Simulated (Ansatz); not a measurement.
```yaml
crystal:
  periodic: [false, false, false]
  atoms:
    - {symbol: C, position_ang: [-0.011338, -1.382610, 0.122826]}
    - {symbol: C, position_ang: [-0.310580, 0.116780, -0.316094]}
    - {symbol: C, position_ang: [0.697251, 0.689606, -1.104090]}
    - {symbol: F, position_ang: [2.012855, 0.455663, -0.298561]}
    - {symbol: C, position_ang: [-0.534268, 1.098426, 1.172124]}
    - {symbol: F, position_ang: [-0.786776, 2.066155, 0.557285]}
    - {symbol: F, position_ang: [-1.581293, 0.326246, 1.770853]}
    - {symbol: H, position_ang: [0.823530, -1.230435, 0.695842]}
    - {symbol: H, position_ang: [-0.142697, -1.901354, -0.732565]}
    - {symbol: H, position_ang: [-0.823274, -1.896244, 0.642853]}
    - {symbol: H, position_ang: [-1.244072, 0.172362, -0.796045]}
    - {symbol: H, position_ang: [0.928544, 0.065325, -1.969797]}
    - {symbol: H, position_ang: [0.641940, 1.732683, -1.274449]}
    - {symbol: H, position_ang: [0.304121, 0.888258, 1.654976]}
basis:
  gaussian: {orbitals: "6-31G*", nuclear_model: gaussian}
total_charge: 1
magnetization: {spin_polarized: true, initial_magnetization: 1}
hamiltonian: {xc: {name: wB97X}}
scf: {lower_state_search: off}
```

```sh
$ ansatz run in.yaml --threads 4 --pin off --events-out ev --progress --plain --max-ram 11315MiB
```

Shortened log:

```
Functional definition: wB97X
1181 factors; integrals over basis functions are off by at most 9.3e-4 eV
277 factors; integrals over basis functions are off by at most 3.3e-6 eV
mean field evaluation 1: about -12389.3577 eV, gradient 4.3e1 eV
mean field evaluation 2: about -12388.9898 eV, gradient 4.9e1 eV
mean field evaluation 4: about -12395.9033 eV, gradient 1.9e0 eV
mean field evaluation 8: about -12396.1987 eV, gradient 2.7e-1 eV
mean field evaluation 16: about -12396.2014 eV, gradient 2.8e-3 eV
mean field -12396.20136319 eV, -455.5519976503 hartree, gradient 8.1e-6 eV, S^2 0.753382; 0 other end points of the search recorded, 0 dependent functions left out
reference -12396.20134478 eV, -455.5519969738 hartree; 29, 28 occupied and 90, 91 virtual orbitals, 1181 factors
Total energy: -12396.20134478 eV, -455.5519969738 hartree
Checks for a lower state left out: stability, starts, cluster_reference, orbital_swaps, neighbouring_geometries, increment
```

Hardware: 4 threads of an Intel Xeon Platinum 8375C on a shared host. Wall time 6 s, peak host memory 0.58 GiB.
